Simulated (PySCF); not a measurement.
**Two-component Hartree-Fock for Ge¹³⁺ (germanium, charge +13)**

Start: [Ar] 3d1; 3d5/2 filled at m_j = +5/2. Calculated with PySCF 2.14 in an uncontracted even-tempered set (17 s from 1 bohr⁻², ratio 2.8; 12 p from 1.3 bohr⁻², ratio 2.8; 8 d from 1.3 bohr⁻², ratio 2.8; 4 f from 3.9 bohr⁻², ratio 3): generalised Hartree-Fock with the X2C-1e Hamiltonian and a Gaussian nucleus; one run each with spin-orbit coupling (SO) screened by Boettger's factors, then bare. This is a chosen level, not necessarily the ground level.

```json
{"spinor shell": "1s1/2", "electrons": "2", "ε, screened SO (eV)": "-11592.8", "ε, bare SO (eV)": "-11592.8", "weight of nominal j (bare SO)": "1.000", "rms radius, bare SO (bohr)": "0.0542"}
{"spinor shell": "2s1/2", "electrons": "2", "ε, screened SO (eV)": "-1871.7", "ε, bare SO (eV)": "-1871.7", "weight of nominal j (bare SO)": "1.000", "rms radius, bare SO (bohr)": "0.226"}
{"spinor shell": "2p1/2", "electrons": "2", "ε, screened SO (eV)": "-1705.0", "ε, bare SO (eV)": "-1706.5", "weight of nominal j (bare SO)": "0.999", "rms radius, bare SO (bohr)": "0.199"}
{"spinor shell": "2p3/2", "electrons": "4", "ε, screened SO (eV)": "-1673.3", "ε, bare SO (eV)": "-1672.6", "weight of nominal j (bare SO)": "0.999", "rms radius, bare SO (bohr)": "0.203"}
{"spinor shell": "3s1/2", "electrons": "2", "ε, screened SO (eV)": "-554.43", "ε, bare SO (eV)": "-554.44", "weight of nominal j (bare SO)": "1.000", "rms radius, bare SO (bohr)": "0.600"}
{"spinor shell": "3p3/2", "electrons": "4", "ε, screened SO (eV)": "-488.03", "ε, bare SO (eV)": "-487.93", "weight of nominal j (bare SO)": "0.967", "rms radius, bare SO (bohr)": "0.605"}
{"spinor shell": "3p1/2", "electrons": "2", "ε, screened SO (eV)": "-492.91", "ε, bare SO (eV)": "-493.17", "weight of nominal j (bare SO)": "0.934", "rms radius, bare SO (bohr)": "0.599"}
{"spinor shell": "3d5/2", "electrons": "1", "ε, screened SO (eV)": "-407.69", "ε, bare SO (eV)": "-407.51", "weight of nominal j (bare SO)": "1.000", "rms radius, bare SO (bohr)": "0.568"}
```

```
   quantity  screened SO      bare SO
E (hartree)  -2021.39915  -2021.40425
        M_J          5/2          5/2
       ⟨J²⟩        8.753        8.753
       ⟨L²⟩        6.004        6.004
       ⟨S²⟩        0.752        0.752
```

Each row is a mean over spinors that exchange with the open shell spreads, by up to 10.512 eV (3p3/2).
